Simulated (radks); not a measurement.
Results of a calculation; reference values are marked as such.
All-electron atom: Pb0.7+ in [Hg] 6p1.3 (fractional occupations, a model configuration).

Level of theory: Dirac Kohn-Sham, LDA (Slater exchange, Perdew-Wang correlation), spin-unpolarised, spherical densities, point nucleus; open shells are shared between the two j in proportion to 2j + 1 (a radial shooting solver on a logarithmic mesh with Libxc functionals).

Energy parts (eV):
total: -569184.08
kinetic: 662619.29
electron-nucleus: -1440736.63
Hartree: 219238.34
exchange-correlation: -10305.09

Orbitals (lengths in bohr, moments of r in powers of bohr; r(90%) holds 90 % of the orbital's charge):
orbital      occ.  eigenvalue (eV)  r(90%)  small-component weight
1s1/2           2        -87917.80  0.0294                9.78e-02
2s1/2           2        -15716.98   0.105                2.26e-02
2p1/2           2        -15096.52  0.0918                2.27e-02
2p3/2           4        -12908.88   0.104                1.99e-02
3s1/2           2        -3775.984   0.256                7.58e-03
3p1/2           2        -3495.682   0.248                7.54e-03
3p3/2           4        -3007.675   0.271                6.74e-03
3d3/2           4        -2545.908   0.244                6.63e-03
3d5/2           6        -2441.999   0.251                6.42e-03
4s1/2           2        -858.1040   0.551                2.62e-03
4p1/2           2        -736.8751   0.560                2.52e-03
4p3/2           4        -617.1607   0.609                2.21e-03
4d3/2           4        -419.4503   0.633                2.01e-03
4d5/2           6        -397.1102   0.649                1.93e-03
5s1/2           2        -149.2415    1.22                7.08e-04
4f5/2           6        -140.8608   0.716                1.57e-03
4f7/2           8        -135.8254   0.726                1.54e-03
5p1/2           2        -107.7241    1.31                6.20e-04
5p3/2           4         -85.1374    1.45                5.21e-04
5d3/2           4         -28.0573    1.94                3.27e-04
5d5/2           6         -25.4491    2.02                3.05e-04
6s1/2           2         -17.2343    3.31                1.05e-04
6p1/2    0.433333          -9.4120    4.21                6.48e-05
6p3/2    0.866667          -7.6308    4.76                4.97e-05

The highest occupied level is 6p3/2 at -7.631 eV. The density falls to 0.001 e/bohr^3 at r = 4.37 bohr. Summed over all electrons, <r^2> = 61.22 bohr^2, which gives a Langevin (diamagnetic) susceptibility term of -48.5 x 10^-6 cm^3/mol.
